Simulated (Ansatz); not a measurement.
The same path of CHF$_{2}$NSi (6 atoms, charge 0, multiplicity 1) was run twice with different band settings. Lost on the way: C2–Si3, Si3–H6. Made: C2–H6.

The calculation used Ansatz 0.2.0, RKS B3LYP-D4/cc-pVDZ.

Relaxed end points:

```xyz
6
Properties=species:S:1:pos:R:3
N 0.367 -2.329 0.731
C 0.196 -1.234 0.380
Si -0.076 0.528 -0.120
F -1.430 0.573 -1.023
F 1.183 0.968 -1.052
H -0.199 1.430 1.038
```

```xyz
6
Properties=species:S:1:pos:R:3
N 0.438 -2.510 1.432
C 0.003 -1.546 0.959
Si -0.216 2.162 -1.299
F -1.040 1.055 -0.350
F 1.259 1.421 -1.304
H -0.402 -0.646 0.517
```

Common settings: spring 5.0 eV/Å²; optimiser quadratic models (default); start path through a guess of the saddle point; force threshold 0.05 eV/Å; iteration limit 60; end points relaxed.

| run | movable images | climbing image |
| --- | --- | --- |
| 1 | 5 | yes |
| 2 | 3 | no |

Q: What does each run give, and how far can it be trusted?

A: Run 1: converged after 23 iterations, highest image 3.633 eV above the first end. Neighbouring images differ by up to 3.0 eV, so the band resolves the path poorly. A vibrational analysis at the climbing image gives one clearly imaginary mode, 1142i cm⁻¹: a first-order saddle point.
Run 2: converged after 31 iterations, highest image 2.185 eV above the first end. Neighbouring images differ by up to 2.2 eV, so the band resolves the path poorly. No image climbed, so the highest image needn't sit at the top of the path. A band with more images between the same ends climbed to 3.63 eV, so this one has probably stepped over the top. So few images can step over the top or miss a turn of the path.
The orbitals stay closed-shell, which can raise the energy where a bond breaks towards radicals; this wasn't checked here.
